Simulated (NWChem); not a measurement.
All runs are NWChem calculations. System: OSn, charge 0, spin multiplicity 1, displaced from the optimised geometry. Level: PBE/def2-SVP with def2 effective core potentials on Sn, spin-restricted.

Input file:

```
start mol
memory heap 200 mb stack 900 mb global 1100 mb
geometry units angstroms nocenter noautoz noautosym
  Sn     0.000000     0.000000     1.632333
  O      0.000000     0.000000    -1.584789
end
basis spherical
  * library def2-svp
end
ecp
  Sn library def2-ecp
end
dft
  xc xpbe96 cpbe96
  semidirect memsize 60000000 filesize 0
  iterations 100
end
task dft energy
```

Output (cleaned and shortened):

```
             Northwest Computational Chemistry Package (NWChem) 7.3.0
             --------------------------------------------------------

                                NWChem Input Module
                                -------------------

 Scaling coordinates for geometry "geometry" by  1.889725989
 (inverse scale =  0.529177249)

                             Geometry "geometry" -> ""
                             -------------------------

 Output coordinates in angstroms (scale by  1.889725989 to convert to a.u.)

  No.       Tag          Charge          X              Y              Z
 ---- ---------------- ---------- -------------- -------------- --------------
    1 Sn                  50.0000     0.00000000     0.00000000     1.63233300
    2 O                    8.0000     0.00000000     0.00000000    -1.58478900

 Effective nuclear repulsion energy (a.u.)      65.7951111583

            Nuclear Dipole moment (a.u.)
            ----------------------------
        X                 Y               Z
 ---------------- ---------------- ----------------
     0.0000000000     0.0000000000   130.2745689281


 Summary of "ao basis" -> "" (spherical)
 ------------------------------------------------------------------------------
       Tag                 Description            Shells   Functions and Types
 ---------------- ------------------------------  ------  ---------------------
 *                          def2-svp                  on all atoms

 Summary of "ao basis" -> "ao basis" (spherical)
 ------------------------------------------------------------------------------
       Tag                 Description            Shells   Functions and Types
 ---------------- ------------------------------  ------  ---------------------
 Sn                         def2-svp                10       26   4s4p2d
 O                          def2-svp                 6       14   3s2p1d

 Summary of "ao basis" -> "ao basis" (spherical)
 ------------------------------------------------------------------------------
       Tag                 Description            Shells   Functions and Types
 ---------------- ------------------------------  ------  ---------------------
 Sn                         def2-svp                10       26   4s4p2d
 O                          def2-svp                 6       14   3s2p1d

            General Information
            -------------------
          SCF calculation type: DFT
          Wavefunction type:  closed shell.
          No. of atoms     :     2
          No. of electrons :    30
           Alpha electrons :    15
            Beta electrons :    15
          Charge           :     0
          Spin multiplicity:     1
          Use of symmetry is: off; symmetry adaption is: off
          Maximum number of iterations: 100
          AO basis - number of functions:    40
                     number of shells:    16
          Convergence on energy requested:  1.00D-06
          Convergence on density requested:  1.00D-05
          Convergence on gradient requested:  5.00D-04

              XC Information
              --------------
          PerdewBurkeErnzerhof Exchange Functional  1.000
            Perdew 1991 LDA Correlation Functional  1.000 local
           PerdewBurkeErnz. Correlation Functional  1.000 non-local

             Grid Information
             ----------------
          Grid used for XC integration:  medium
          Radial quadrature: Mura-Knowles
          Angular quadrature: Lebedev.
[...]
 d= 0,ls=0.5,diis    78   -289.1811040185 -7.21D-06  1.85D-05  3.14D-04     4.3
 d= 0,ls=0.5,diis    79   -289.1811104887 -6.47D-06  1.62D-05  2.58D-04     4.4
 d= 0,ls=0.5,diis    80   -289.1811156370 -5.15D-06  1.51D-05  2.14D-04     4.4
 d= 0,ls=0.5,diis    81   -289.1811202211 -4.58D-06  1.27D-05  1.75D-04     4.5
 d= 0,ls=0.5,diis    82   -289.1811236212 -3.40D-06  1.21D-05  1.45D-04     4.5
 d= 0,ls=0.5,diis    83   -289.1811266288 -3.01D-06  9.55D-06  1.19D-04     4.6
 d= 0,ls=0.5,diis    84   -289.1811286152 -1.99D-06  8.18D-06  1.02D-04     4.6
 d= 0,ls=0.5,diis    85   -289.1811301880 -1.57D-06  8.43D-06  8.90D-05     4.7
 d= 0,ls=0.5,diis    86   -289.1811318707 -1.68D-06  7.22D-06  7.44D-05     4.7
 d= 0,ls=0.5,diis    87   -289.1811331723 -1.30D-06  7.17D-06  6.32D-05     4.8
 d= 0,ls=0.5,diis    88   -289.1811344067 -1.23D-06  5.86D-06  5.26D-05     4.8
 d= 0,ls=0.5,diis    89   -289.1811353365 -9.30D-07  5.39D-06  4.46D-05     4.9

         Total DFT energy =     -289.181136121765
      One electron energy =     -537.034728560256
           Coulomb energy =      245.206526576937
    Exchange-Corr. energy =      -26.302783048107
 Nuclear repulsion energy =       28.949848909661

 Numeric. integr. density =       29.999999562130

     Total iterative time =      4.8s

                       DFT Final Molecular Orbital Analysis
                       ------------------------------------

 Vector   13  Occ=2.000000D+00  E=-1.990426D-01
              MO Center= -6.9D-07, -2.2D-07, -6.7D-01, r^2= 3.3D+00
   Bfn.  Coefficient  Atom+Function         Bfn.  Coefficient  Atom+Function
  ----- ------------  ---------------      ----- ------------  ---------------
    32      0.538432  2 O  pz                35      0.385510  2 O  pz
    13     -0.310702  1 Sn pz                16     -0.279445  1 Sn pz
    10      0.095947  1 Sn pz                 7      0.089363  1 Sn pz
     3     -0.058904  1 Sn s                 29     -0.058882  2 O  s
    28     -0.035361  2 O  s

 Vector   14  Occ=2.000000D+00  E=-1.808509D-01
              MO Center= -2.6D-06,  2.2D-06, -7.6D-01, r^2= 3.2D+00
   Bfn.  Coefficient  Atom+Function         Bfn.  Coefficient  Atom+Function
  ----- ------------  ---------------      ----- ------------  ---------------
    31      0.435103  2 O  py                30     -0.357652  2 O  px
    34      0.320223  2 O  py                33     -0.263221  2 O  px
    15      0.222049  1 Sn py                12      0.219045  1 Sn py
    14     -0.182523  1 Sn px                11     -0.180054  1 Sn px
     9     -0.069437  1 Sn py                 6     -0.064262  1 Sn py

 Vector   15  Occ=2.000000D+00  E=-1.808509D-01
              MO Center=  3.0D-07,  5.4D-07, -7.6D-01, r^2= 3.2D+00
   Bfn.  Coefficient  Atom+Function         Bfn.  Coefficient  Atom+Function
  ----- ------------  ---------------      ----- ------------  ---------------
    30      0.435104  2 O  px                31      0.357653  2 O  py
    33      0.320223  2 O  px                34      0.263222  2 O  py
    14      0.222049  1 Sn px                11      0.219044  1 Sn px
    15      0.182523  1 Sn py                12      0.180053  1 Sn py
     8     -0.069437  1 Sn px                 5     -0.064261  1 Sn px

 Vector   16  Occ=0.000000D+00  E=-1.630544D-01
              MO Center=  3.2D-06, -6.1D-06,  8.5D-01, r^2= 4.4D+00
   Bfn.  Coefficient  Atom+Function         Bfn.  Coefficient  Atom+Function
  ----- ------------  ---------------      ----- ------------  ---------------
    12      0.425594  1 Sn py                11     -0.349608  1 Sn px
    15      0.339749  1 Sn py                14     -0.279090  1 Sn px
    31     -0.265326  2 O  py                30      0.217954  2 O  px
    34     -0.199026  2 O  py                33      0.163492  2 O  px
     9     -0.127552  1 Sn py                 6     -0.118327  1 Sn py

 Vector   17  Occ=0.000000D+00  E=-1.630544D-01
              MO Center=  3.6D-06,  2.2D-07,  8.5D-01, r^2= 4.4D+00
   Bfn.  Coefficient  Atom+Function         Bfn.  Coefficient  Atom+Function
  ----- ------------  ---------------      ----- ------------  ---------------
    11      0.425594  1 Sn px                12      0.349608  1 Sn py
    14      0.339750  1 Sn px                15      0.279090  1 Sn py
    30     -0.265325  2 O  px                31     -0.217954  2 O  py
    33     -0.199026  2 O  px                34     -0.163491  2 O  py
     8     -0.127552  1 Sn px                 5     -0.118327  1 Sn px

 Vector   18  Occ=0.000000D+00  E=-1.347972D-01
              MO Center=  3.0D-07, -2.7D-06,  8.6D-01, r^2= 4.7D+00
   Bfn.  Coefficient  Atom+Function         Bfn.  Coefficient  Atom+Function
  ----- ------------  ---------------      ----- ------------  ---------------
    13      0.545628  1 Sn pz                16      0.446288  1 Sn pz
    32      0.378217  2 O  pz                35      0.288387  2 O  pz
     3     -0.222230  1 Sn s                 10     -0.164217  1 Sn pz
     7     -0.151426  1 Sn pz                 4      0.122623  1 Sn s
    24      0.070609  1 Sn d  0              29      0.063220  2 O  s

 center of mass
 --------------
 x =   0.00000000 y =   0.00000000 z =   2.35842528

 moments of inertia (a.u.)
 ------------------
         520.553130895996           0.000000000000           0.000000000000
           0.000000000000         520.553130895996           0.000000000000
           0.000000000000           0.000000000000           0.000000000000

     Multipole analysis of the density
     ---------------------------------

     L   x y z        total         alpha         beta         nuclear
     -   - - -        -----         -----         ----         -------
     0   0 0 0     -0.000000    -15.000000    -15.000000     30.000000

     1   1 0 0      0.000034      0.000017      0.000017      0.000000
     1   0 1 0      0.000006      0.000003      0.000003      0.000000
     1   0 0 1      2.213101    -20.845465    -20.845465     43.904030

     2   2 0 0    -21.567888    -10.783944    -10.783944      0.000000
     2   1 1 0      0.000006      0.000003      0.000003      0.000000
     2   1 0 1      0.000113      0.000057      0.000057      0.000000
     2   0 2 0    -21.567891    -10.783945    -10.783945      0.000000
     2   0 1 1      0.000014      0.000007      0.000007      0.000000
     2   0 0 2    -20.921738   -151.003126   -151.003126    281.084514

 Task  times  cpu:        4.9s     wall:        4.9s

 Total times  cpu:        4.9s     wall:        4.9s
```
